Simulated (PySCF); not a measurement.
## Does the structure fit the spectrum?

A compound C₅H₉OPSi gives the data below (simulated from a calculation) and was assigned the structure `CC1=C[P@@H](=O)C([SiH3])=C1`.

13C{1H} NMR (computed): δ 154.9 (CH), 146.0 (CH), 145.6 (CH), 144.8 (C), 17.5 (CH3).

1H NMR (300 MHz, computed): δ 7.09 (m, 1H), 6.84 (m, 1H), 6.67 (m, 1H), 4.35 (m, 3H), 1.52 (m, 3H).

[PySCF 2.14.0 with density-fitted response routines: geometry from GFN2-xTB; NMR shieldings at PBE0/pcSseg-1/GIAO; no relativistic terms; rapidly exchanging positions averaged; single conformer; no solvent model]

Referencing at the same level of theory: 1H (σ = 31.72 ppm) and 13C (σ = 186.93 ppm) against TMS.

(1) Compare with the shifts computed for the proposed structure, pairing carbons in order of shift.

(2) Which isomer fits?

Results:

(1) Numbering as in the mapped SMILES `[CH3:1][C:2]1=[CH:3][P@@H:4](=[O:5])[C:6]([SiH3:7])=[CH:8]1`. Each H is labelled by its parent atom.

| atom | computed for proposal | given list | difference |
| --- | --- | --- | --- |
| C8 | 159.8 | 154.9 | +4.9 |
| C2 | 159.7 | 146.0 | +13.7 |
| C6 | 145.5 | 145.6 | -0.1 |
| C3 | 135.5 | 144.8 | -9.3 |
| C1 | 21.7 | 17.5 | +4.2 |

The rms difference is 7.9 ppm and the largest +13.7 ppm at C2 (fully substituted alkene carbon). The carbon types in order of shift don't match either: CH, C, C, CH, CH3 for the proposal against CH, CH, CH, C, CH3 in the data. The proposal doesn't fit.

(2) `C[P@]1(=O)C=CC=C1[SiH3]`.

δC 154.9, 146.0, 145.6: alkene CH; the olefinic region. δC 144.8: fully substituted alkene carbon; the olefinic region. δC 17.5: methyl carbon bonded to P. δH 7.09, 6.84, 6.67: hydrogen on an alkene CH; a vinylic proton, deshielded by the sp2 carbon and the C=C anisotropy.

This is the structure that produced the data.

Splittings by 31P in the carbon and heteronuclear signals aren't shown, as no couplings were computed. Shifts are as computed. Against solution values, carbons near 30 ppm lie about +3 ppm off and those near 130 ppm about +5 ppm. Of 1211 compounds with measured shifts, 218 miss one by over three times the rms of a fit or turn the order of signals round; such compounds aren't used in these exercises. No couplings were computed; multiplicities are counted from neighbouring protons, with m where these are inequivalent, close in shift, in a saturated or five-membered ring or joined by F or P, and br s for small geminal =CH2 splittings.
